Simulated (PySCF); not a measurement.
Geometries of 2 isomers of C6H6F3P, from PBE0-D3(BJ)/def2-SVP geometry optimisation, gas phase in PySCF. One conformer each, no zero-point energy, no frequencies.

Question: Which isomer lies lower at this level?
A.
```xyz
16
angstrom
C      1.248   -2.066   -0.186
C      0.752   -0.707   -0.472
C      0.933    0.579   -0.316
C      1.772    1.643    0.267
P     -0.598    0.244   -1.259
C     -1.844    0.251    0.112
F     -1.418    0.057    1.370
C     -3.155    0.430   -0.075
F     -3.692    0.630   -1.254
F     -4.058    0.432    0.872
H      2.250   -2.041    0.268
H      0.562   -2.574    0.510
H      1.285   -2.672   -1.104
H      2.710    1.237    0.673
H      1.226    2.141    1.084
H      2.009    2.413   -0.483
```
B.
```xyz
16
angstrom
C      3.293   -0.877    0.324
C      2.403   -0.130   -0.021
C      1.303    0.730   -0.410
P     -0.112    0.594    0.814
C     -0.649   -1.110    0.463
C     -1.900   -1.573    0.519
C     -1.347    1.546   -0.257
F     -2.569    1.516    0.284
F     -1.455    1.098   -1.510
F     -0.960    2.825   -0.327
H      4.094   -1.527    0.622
H      1.619    1.786   -0.412
H      0.949    0.480   -1.423
H      0.182   -1.802    0.275
H     -2.759   -0.927    0.723
H     -2.111   -2.633    0.347
```

Answer: A. That is `CC1=C(C)P1C(F)=C(F)F`, 3.3 kcal/mol below the other.

```csv
SMILES,atoms numbered as above,E (Eh),relative (kcal/mol),relative (kJ/mol),dipole (D)
CC1=C(C)P1C(F)=C(F)F,[CH3:1][C:2]1=[C:3]([CH3:4])[P:5]1[C:6]([F:7])=[C:8]([F:9])[F:10],-871.85532,0.0,0.0,2.54
C#CCP(C=C)C(F)(F)F,[CH:1]#[C:2][CH2:3][P:4]([CH:5]=[CH2:6])[C:7]([F:8])([F:9])[F:10],-871.85010,3.3,13.7,1.68
```

As drawn, the lower has a three-membered ring, which the higher lacks; the higher has a C≡C bond, which the lower lacks.
